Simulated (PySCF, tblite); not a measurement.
One entry of a table of gas-phase calculations, keyed by method. Lists by class give the value and the number of equivalent atoms.

```json
{
 "formula": "C5H13NP2",
 "smiles": "CNP1CCPCC1",
 "inchi": "InChI=1S/C5H13NP2/c1-6-8-4-2-7-3-5-8/h6-7H,2-5H2,1H3",
 "charge": 0,
 "multiplicity": 1,
 "geometry_level": "GFN2-xTB",
 "atoms_angstrom": [
  ["C", 3.049, -0.664, -0.368],
  ["N", 2.047, 0.244, 0.176],
  ["P", 0.505, 0.249, -0.602],
  ["C", -0.246, 1.56, 0.48],
  ["C", -1.77, 1.457, 0.404],
  ["P", -2.211, 0.257, -0.944],
  ["C", -1.72, -1.282, -0.024],
  ["C", -0.224, -1.214, 0.29],
  ["H", 2.634, -1.67, -0.386],
  ["H", 3.376, -0.408, -1.381],
  ["H", 3.919, -0.66, 0.29],
  ["H", 2.416, 1.193, 0.175],
  ["H", 0.129, 1.433, 1.5],
  ["H", 0.098, 2.531, 0.113],
  ["H", -2.196, 1.109, 1.35],
  ["H", -2.223, 2.423, 0.167],
  ["H", -3.582, 0.185, -0.627],
  ["H", -1.95, -2.136, -0.666],
  ["H", -2.318, -1.377, 0.887],
  ["H", 0.287, -2.122, -0.04],
  ["H", -0.028, -1.092, 1.359]
 ],
 "electronic_structure_code": "PySCF",
 "results": {
  "GFN2-xTB geometry": {
   "point_group": "C1",
   "rotational_constants_GHz": [2.866, 0.973, 0.836]
  },
  "PBE0/pcSseg-1 ground state and GIAO shieldings, non-relativistic": {
   "dipole_D": 1.64,
   "homo_eV": -5.3,
   "lumo_eV": 0.05,
   "shift_vs_computed_TMS_C_by_class_ppm": [
    [34.0, 1],
    [28.9, 2],
    [17.3, 2]
   ],
   "shift_vs_computed_TMS_H_by_class_ppm": [
    [3.0, 1],
    [2.45, 3],
    [2.22, 4],
    [1.93, 4],
    [-0.74, 1]
   ],
   "shielding_other_nuclei_by_class_ppm": [
    ["N", 227.9, 1],
    ["P", 295.8, 1],
    ["P", 439.8, 1]
   ],
   "charges_hirshfeld_e_by_atom": [-0.08, -0.21, 0.17, -0.12, -0.11, 0.09, -0.12, -0.12, 0.04, 0.03, 0.04, 0.11, 0.04, 0.04, 0.04, 0.04, -0.03, 0.04, 0.04, 0.04, 0.03]
  },
  "GFN2-xTB harmonic vibrations, gas phase": {
   "strongest_ir_bands_cm-1_km_per_mol_modes": [
    [683.6, 81.7, 1],
    [781.9, 47.4, 1],
    [1093.3, 49.6, 1],
    [2186.1, 383.8, 1],
    [2922.5, 61.1, 2],
    [2991.3, 48.2, 1]
   ],
   "zpe_kcal_per_mol": 108.4
  }
 }
}
```

In atomic units the dipole is 0.64 e·bohr (1 au = 2.5417 D). A dipole of 1.64 D is allowed in C1, and pure rotational transitions are dipole-allowed. The zero-point energy, half the sum of the 57 harmonic wavenumbers, equals 37910 cm⁻¹ or 454 kJ/mol.

 NMR classes are plain means over equivalent atoms (diastereotopic ones count apart unless rotation or inversion swaps them), as if these changed places fast; in this geometry the members of some classes differ.

For the NMR shielding job (PBE0/pcSseg-1), hardware: Arm Neoverse V1, one thread, no GPU, on a shared host. Cost: 40 s, 0.97 GiB resident at most.

One conformer stands for the species.
